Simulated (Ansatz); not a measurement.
[VO3(OH)]2- (VO₄H²⁻). Charge -2, multiplicity 1. Geometry PBE0-D4/def2-SVPD.

```
atom   x (Å)   y (Å)   z (Å)
  V1   0.206   0.005   0.425
  O2  -0.245  -1.161   1.522
  O3   1.841   0.302   0.486
  O4  -0.701   1.399   0.567
  O5  -0.246  -0.620  -1.366
  H6  -0.855   0.075  -1.635
```

LC-ωPBE has ω = 0.4 bohr⁻¹. B3LYP takes the VWN-RPA correlation. A multiply charged anion in the gas phase is held together partly by the finite basis. At PBE-D4/def2-SVPD, BLYP-D4/def2-TZVPD, r2SCAN-D4/def2-TZVPD, B3LYP-D4/def2-TZVPD and others the highest occupied level of the charge -2 singlet lies above zero (up to 4.62 eV). The electron is either unbound and held by the finite basis, or the level is raised by self-interaction error.

Estimate the orbital energies around the gap (eV) in Ansatz with PBE-D4/def2-SVPD, BLYP-D4/def2-TZVPD, r2SCAN-D4/def2-TZVPD, B3LYP-D4/def2-TZVPD, LC-ωPBE/def2-TZVPD.


```json
{"orbital": "HOMO−13", "PBE-D4/def2-SVPD": "-10.26", "BLYP-D4/def2-TZVPD": "-10.49", "r2SCAN-D4/def2-TZVPD": "-11.84", "B3LYP-D4/def2-TZVPD": "-12.97", "LC-ωPBE/def2-TZVPD": "-16.24"}
{"orbital": "HOMO−12", "PBE-D4/def2-SVPD": "-10.20", "BLYP-D4/def2-TZVPD": "-10.43", "r2SCAN-D4/def2-TZVPD": "-11.78", "B3LYP-D4/def2-TZVPD": "-12.91", "LC-ωPBE/def2-TZVPD": "-16.19"}
{"orbital": "HOMO−11", "PBE-D4/def2-SVPD": "-1.14", "BLYP-D4/def2-TZVPD": "-1.12", "r2SCAN-D4/def2-TZVPD": "-1.58", "B3LYP-D4/def2-TZVPD": "-2.64", "LC-ωPBE/def2-TZVPD": "-5.85"}
{"orbital": "HOMO−10", "PBE-D4/def2-SVPD": "1.68", "BLYP-D4/def2-TZVPD": "1.77", "r2SCAN-D4/def2-TZVPD": "1.40", "B3LYP-D4/def2-TZVPD": "0.31", "LC-ωPBE/def2-TZVPD": "-2.89"}
{"orbital": "HOMO−9", "PBE-D4/def2-SVPD": "1.85", "BLYP-D4/def2-TZVPD": "1.96", "r2SCAN-D4/def2-TZVPD": "1.61", "B3LYP-D4/def2-TZVPD": "0.48", "LC-ωPBE/def2-TZVPD": "-2.81"}
{"orbital": "HOMO−8", "PBE-D4/def2-SVPD": "1.90", "BLYP-D4/def2-TZVPD": "2.02", "r2SCAN-D4/def2-TZVPD": "1.67", "B3LYP-D4/def2-TZVPD": "0.54", "LC-ωPBE/def2-TZVPD": "-2.77"}
{"orbital": "HOMO−7", "PBE-D4/def2-SVPD": "2.13", "BLYP-D4/def2-TZVPD": "2.21", "r2SCAN-D4/def2-TZVPD": "1.88", "B3LYP-D4/def2-TZVPD": "0.77", "LC-ωPBE/def2-TZVPD": "-2.55"}
{"orbital": "HOMO−6", "PBE-D4/def2-SVPD": "2.47", "BLYP-D4/def2-TZVPD": "2.58", "r2SCAN-D4/def2-TZVPD": "2.26", "B3LYP-D4/def2-TZVPD": "1.19", "LC-ωPBE/def2-TZVPD": "-1.96"}
{"orbital": "HOMO−5", "PBE-D4/def2-SVPD": "2.75", "BLYP-D4/def2-TZVPD": "2.85", "r2SCAN-D4/def2-TZVPD": "2.54", "B3LYP-D4/def2-TZVPD": "1.48", "LC-ωPBE/def2-TZVPD": "-1.67"}
{"orbital": "HOMO−4", "PBE-D4/def2-SVPD": "3.15", "BLYP-D4/def2-TZVPD": "3.23", "r2SCAN-D4/def2-TZVPD": "2.91", "B3LYP-D4/def2-TZVPD": "1.84", "LC-ωPBE/def2-TZVPD": "-1.27"}
{"orbital": "HOMO−3", "PBE-D4/def2-SVPD": "3.33", "BLYP-D4/def2-TZVPD": "3.42", "r2SCAN-D4/def2-TZVPD": "3.15", "B3LYP-D4/def2-TZVPD": "2.16", "LC-ωPBE/def2-TZVPD": "-0.80"}
{"orbital": "HOMO−2", "PBE-D4/def2-SVPD": "3.93", "BLYP-D4/def2-TZVPD": "4.00", "r2SCAN-D4/def2-TZVPD": "3.74", "B3LYP-D4/def2-TZVPD": "2.74", "LC-ωPBE/def2-TZVPD": "-0.21"}
{"orbital": "HOMO−1", "PBE-D4/def2-SVPD": "4.08", "BLYP-D4/def2-TZVPD": "4.15", "r2SCAN-D4/def2-TZVPD": "3.88", "B3LYP-D4/def2-TZVPD": "2.88", "LC-ωPBE/def2-TZVPD": "-0.04"}
{"orbital": "HOMO", "PBE-D4/def2-SVPD": "4.55", "BLYP-D4/def2-TZVPD": "4.62", "r2SCAN-D4/def2-TZVPD": "4.35", "B3LYP-D4/def2-TZVPD": "3.35", "LC-ωPBE/def2-TZVPD": "0.47"}
{"orbital": "LUMO", "PBE-D4/def2-SVPD": "6.78", "BLYP-D4/def2-TZVPD": "6.32", "r2SCAN-D4/def2-TZVPD": "6.72", "B3LYP-D4/def2-TZVPD": "6.53", "LC-ωPBE/def2-TZVPD": "7.48"}
{"orbital": "LUMO+1", "PBE-D4/def2-SVPD": "7.54", "BLYP-D4/def2-TZVPD": "6.62", "r2SCAN-D4/def2-TZVPD": "6.96", "B3LYP-D4/def2-TZVPD": "6.79", "LC-ωPBE/def2-TZVPD": "7.62"}
{"orbital": "LUMO+2", "PBE-D4/def2-SVPD": "7.67", "BLYP-D4/def2-TZVPD": "6.64", "r2SCAN-D4/def2-TZVPD": "6.96", "B3LYP-D4/def2-TZVPD": "6.80", "LC-ωPBE/def2-TZVPD": "7.63"}
{"orbital": "LUMO+3", "PBE-D4/def2-SVPD": "7.69", "BLYP-D4/def2-TZVPD": "6.87", "r2SCAN-D4/def2-TZVPD": "7.26", "B3LYP-D4/def2-TZVPD": "7.09", "LC-ωPBE/def2-TZVPD": "8.27"}
{"orbital": "LUMO+4", "PBE-D4/def2-SVPD": "8.28", "BLYP-D4/def2-TZVPD": "8.06", "r2SCAN-D4/def2-TZVPD": "8.34", "B3LYP-D4/def2-TZVPD": "8.44", "LC-ωPBE/def2-TZVPD": "9.78"}
{"orbital": "LUMO+5", "PBE-D4/def2-SVPD": "8.49", "BLYP-D4/def2-TZVPD": "8.31", "r2SCAN-D4/def2-TZVPD": "8.56", "B3LYP-D4/def2-TZVPD": "8.63", "LC-ωPBE/def2-TZVPD": "10.03"}
```
